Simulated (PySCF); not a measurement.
This PySCF input asks for the NMR shieldings of `C(c1c(SC)n[nH]n1)(C)C`, C$_{6}$H$_{11}$N$_{3}$S; the geometry comes from GFN2-xTB.

```python
import basis_set_exchange as bse
import numpy as np
from pyscf import gto, dft
from pyscf.prop import nmr

atoms = """
C     2.614112   -1.700382   -1.270566
S     0.990092   -1.557443   -0.479009
C     0.861059    0.174547   -0.404532
N     1.812854    0.980716   -0.857611
N     1.347077    2.193767   -0.623096
N     0.163208    2.234599   -0.051851
C    -0.193674    0.972123    0.110268
C    -1.488367    0.564096    0.724574
C    -2.326928   -0.219606   -0.286136
C    -1.241669   -0.267892    1.983532
H     2.820804   -2.761179   -1.367692
H     3.357033   -1.218532   -0.643609
H     2.576889   -1.222808   -2.244175
H     1.864071    3.023444   -0.866604
H    -2.014206    1.484773    0.996676
H    -2.500977    0.374928   -1.180212
H    -3.287915   -0.480877    0.149482
H    -1.812912   -1.135739   -0.568173
H    -2.189519   -0.537237    2.442822
H    -0.706067   -1.180234    1.730865
H    -0.653886    0.295879    2.704574
"""
names = dict.fromkeys(["C", "S", "N", "H"], "pcSseg-1")
basis = {el: gto.basis.parse(bse.get_basis(n, elements=[el], fmt="nwchem")) for el, n in names.items()}
mol = gto.M(atom=atoms, basis=basis, charge=0, verbose=0)
mf = dft.RKS(mol, xc="PBE0")
mf.grids.level = 2
mf.grids.alignment = dft.numint.BLKSIZE   # the property module wants whole blocks of grid points
mf.conv_tol = 1e-9
mf.kernel()

calc = nmr.RKS(mf)   # GIAO
C = mf.mo_coeff
Co = C[:, mf.mo_occ > 0]
resp = mf.gen_response(singlet=True, hermi=2)
def vind(x):   # induced exchange potential for any number of trial vectors
    d = np.einsum("pi,xij,qj->xpq", C, 2 * x.reshape(-1, C.shape[1], Co.shape[1]), Co, optimize=True)
    return np.einsum("xpq,pi,qj->xij", resp(d - d.transpose(0, 2, 1)), C, Co, optimize=True).ravel()
mo1, _ = nmr.rhf.solve_mo1(calc, with_cphf=vind)
sigma = calc.kernel(mo1)
for i, s in enumerate(sigma):   # ppm
    print("%2d %-2s %9.2f" % (i, mol.atom_pure_symbol(i), np.trace(s) / 3))
```

Q: What are the results?

A: 
```
 0 C     167.14
 1 S     542.71
 2 C      38.94
 3 N     -80.56
 4 N      15.91
 5 N     -91.44
 6 C      34.20
 7 C     156.13
 8 C     164.74
 9 C     164.85
10 H      29.58
11 H      28.84
12 H      28.86
13 H      21.32
14 H      28.50
15 H      30.55
16 H      30.59
17 H      29.81
18 H      30.58
19 H      29.79
20 H      30.53
```

These numbers come from an equivalent density-fitted implementation of the same equations, which agrees with the script to about 0.01 ppm for H and up to a few tenths of a ppm for heavy atoms, so last digits may differ.

Q: Turn these shieldings into chemical shifts. δ = σ(ref) − σ, references computed at the same level: 13C (σ = 186.93 ppm) and 1H (σ = 31.72 ppm) vs TMS; 33S (σ = 503.73 ppm) vs CS2; NH3 for 15N (σ = 267.73 ppm).

A: Averaging equivalent atoms: C 6: 152.7; C 2: 148.0; C 7: 30.8; C 8/9: 22.1; C 0: 19.8; S 1: -39; N 5: 359.2; N 3: 348.3; N 4: 251.8; H 13: 10.39; H 14: 3.22; H 10/11/12: 2.62; H 15/16/17/18/19/20: 1.41 ppm. Experimental scales use liquid or dissolved standards, which lie at an offset from isolated NH3 (liquid NH3: subtract about 20 ppm). Unscaled 15N shifts of sp2 nitrogen come out 20 to 40 ppm too high even then.

Size and cost of the density-fitted run: 232 basis functions, of the order of 2.1 core-minutes.
